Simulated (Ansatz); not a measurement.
Molecule: GaH, charge 0, multiplicity 3. This is an excited triplet: at this geometry the singlet lies 2.01 eV lower at CCSD(T)/CBS(aug-cc-pVTZ,aug-cc-pVQZ). 
Structure (B3LYP-D3(BJ)/def2-TZVP (Ansatz, a first-principles code) minimum search):
SMILES: [GaH]
```xyz
2

Ga     0.0000     0.0000    -0.0508
H      0.0000     0.0000     1.5741
```
Charge 0, spin multiplicity 3.

Basis-set convergence of Hartree-Fock and CCSD correlation energies (hartree) with Ansatz. Correlated levels leave the core frozen unless marked. Open shells are spin-unrestricted. Spin-orbit coupling is left out. The frozen core is the preceding noble-gas configuration, with the filled d and f shells of earlier blocks. Non-relativistic.

| basis | functions | E(HF) | E(corr, CCSD) |
|---|---|---|---|
| aug-cc-pVDZ | 45 | -1923.71533 | -0.05084 |
| aug-cc-pVTZ | 82 | -1923.78615 | -0.05596 |
| aug-cc-pVQZ | 139 | -1923.78917 | -0.05770 |

Extrapolating the two largest sets (X = 3 and 4) as X^-3: E(corr) = (64·(-0.05770) - 27·(-0.05596))/37 = -0.0590 Eh, an estimate of the basis-set limit. The largest set recovers 97.8 % of it, the smallest 86.2 %.
